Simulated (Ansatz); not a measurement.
C2H4O2Si (`O=C1CO[SiH2]1`), 9 atoms. Total charge 0; spin multiplicity 1. All runs use 2 threads of an Arm Neoverse V2 on a shared host. Correlated methods freeze the cores.

Q: How many basis functions does each run have, and how long does it take in Ansatz? RHF-CCSD(T)/def2-SVP energy; RKS ωB97M-V/def2-TZVPP energy and forces; RKS PBE0-D4/def2-TZVP relaxation (6 steps); RHF-CCSD(T)/def2-TZVPP energy; RKS ωB97M-V/def2-SVP energy; RHF-MP2/def2-QZVPP energy; RKS PBE0-D4/def2-SVP energy; RKS r2SCAN0-D4/def2-TZVPP energy; RKS PBE0-D4/def2-TZVP frequencies; RKS B97M-V/def2-TZVPP energy; direct RPA on PBE orbitals/def2-TZVPP energy; RKS PBE0-D4/def2-QZVPP energy. (Best estimate.)

A: The calculation gave: Other jobs shared the machine, so times are rough.

```json
{"level": "RKS PBE0-D4/def2-SVP", "job": "energy", "functions": "94", "wall time": "1.4 s", "peak host memory (GiB)": "0.18"}
{"level": "RHF-CCSD(T)/def2-SVP", "job": "energy", "functions": "94", "wall time": "5 s", "peak host memory (GiB)": "0.35"}
{"level": "RKS ωB97M-V/def2-SVP", "job": "energy", "functions": "94", "wall time": "6 s", "peak host memory (GiB)": "0.26"}
{"level": "RKS r2SCAN0-D4/def2-TZVPP", "job": "energy", "functions": "222", "wall time": "7.5 s", "peak host memory (GiB)": "0.48"}
{"level": "direct RPA on PBE orbitals/def2-TZVPP", "job": "energy", "functions": "222", "wall time": "8 s", "peak host memory (GiB)": "0.48"}
{"level": "RKS PBE0-D4/def2-QZVPP", "job": "energy", "functions": "418", "wall time": "12 s", "peak host memory (GiB)": "1.1"}
{"level": "RKS B97M-V/def2-TZVPP", "job": "energy", "functions": "222", "wall time": "14 s", "peak host memory (GiB)": "0.32"}
{"level": "RKS ωB97M-V/def2-TZVPP", "job": "energy and forces", "functions": "222", "wall time": "15 s", "peak host memory (GiB)": "0.69"}
{"level": "RHF-MP2/def2-QZVPP", "job": "energy", "functions": "418", "wall time": "31 s", "peak host memory (GiB)": "2.2"}
{"level": "RKS PBE0-D4/def2-TZVP", "job": "relaxation (6 steps)", "functions": "185", "wall time": "34 s", "peak host memory (GiB)": "0.41"}
{"level": "RHF-CCSD(T)/def2-TZVPP", "job": "energy", "functions": "222", "wall time": "2.5 min", "peak host memory (GiB)": "3.6"}
{"level": "RKS PBE0-D4/def2-TZVP", "job": "frequencies", "functions": "185", "wall time": "3.1 min", "peak host memory (GiB)": "0.42"}
```
